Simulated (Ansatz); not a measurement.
Geometry optimisation, RKS BLYP-D4/6-31G in Ansatz.

Input file:

```yaml
crystal:
  periodic: [false, false, false]
  atoms:
    - { symbol: Si, position_ang: [0.0, 0.0, 0.0] }
    - { symbol: Si, position_ang: [0.0, 0.0, 2.22] }
    - { symbol: H, position_ang: [-1.3148, -0.4067, 2.7074] }
    - { symbol: H, position_ang: [1.0096, -0.9353, 2.7074] }
    - { symbol: H, position_ang: [0.3052, 1.342, 2.7074] }
    - { symbol: Cl, position_ang: [2.0086, 0.0, -0.7093] }
    - { symbol: Cl, position_ang: [-1.0032, 1.7381, -0.7093] }
    - { symbol: Cl, position_ang: [-1.0032, -1.7381, -0.7093] }
basis:
  gaussian: { orbitals: "6-31G" }
hamiltonian:
  xc: blyp
  dispersion: d4
relax:
  f_tol: 0.02
  max_steps: 40
```

Run as:

```bash
$ ansatz run input.yaml --threads 1 --pin off --max-ram 2048MiB --backend cpu --events-out ev --progress --plain --runs-dir out
```

Problem. Where does it end, and by what steps?

Solution. The run converged. The force dipped under the threshold on the way, but the program's further checks kept it going. Limits of this set-up: no polarisation functions. After 7 steps the energy has fallen by 0.363 eV; H5 moved furthest, 0.31 Å.

```tsv
step	energy less start (eV)	largest force component (eV/Å)	accepted
0	0.0000	1.385	yes
1	-0.3331	0.334	yes
2	-0.3576	0.229	yes
3	-0.3624	0.040	yes
4	-0.3631	0.015	yes
5	-0.3633	0.029	yes
6	-0.3633	0.034	yes
7	-0.3635	0.001	yes
```

```xyz
8
Properties=species:S:1:pos:R:3
Si 0.000 0.000 -0.031
Si 0.000 0.000 2.356
H -1.431 -0.138 2.799
H 0.835 -1.170 2.799
H 0.596 1.308 2.799
Cl 2.045 0.204 -0.835
Cl -1.198 1.668 -0.836
Cl -0.845 -1.872 -0.836
```

Whether the end is a true minimum wasn't checked by a vibrational analysis.

Run time: 40 s on 1 thread of Intel(R) Xeon(R) Platinum 8259CL CPU @ 2.50GHz (Skylake/Cascade Lake) (shared host), peak memory 0.15 GiB.
